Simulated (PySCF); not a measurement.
CHF₂, SMILES F[CH]F, multiplicity 2. The structure is a stationary point at PBE0-D3(BJ)/def2-TZVP. The isomer is the one that the SMILES or the coordinates give; other isomers of the formula were not compared.

The numbers are results of PBE0-D3(BJ)/def2-TZVP (PySCF 2.14.0), not measurements.

Harmonic wavenumbers (cm⁻¹): 557, 1003, 1203, 1217, 1346, 3131. Rotational constants (GHz): 67.88, 11.09, 9.676; symmetry number 1.

Work out the zero-point energy and the ideal-gas rigid-rotor harmonic-oscillator thermochemistry at 298.15 K and 1 atm.

ZPE = ½ Σ hcν = ½ × 8457 cm⁻¹ = 12.09 kcal/mol. H − E(el) = 14.63 kcal/mol. Entropy in cal/(mol K): translation 37.71, rotation 21.32, vibration 0.72, spin 1.38, total 61.13. G − E(el) = -3.60 kcal/mol. Cp = 9.97 cal/(mol K).
